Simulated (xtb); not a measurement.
xtb input:

```bash
xtb mol.xyz --gfn 1 --sp --chrg 0 --uhf 0
```
mol.xyz:
```
2

In    -0.00000000    -0.00000000    -1.45691039
I      0.00000000     0.00000000     1.34695489
```

Q: Predict the final energy.

A: -5.55608 Eh (GFN1-xTB).
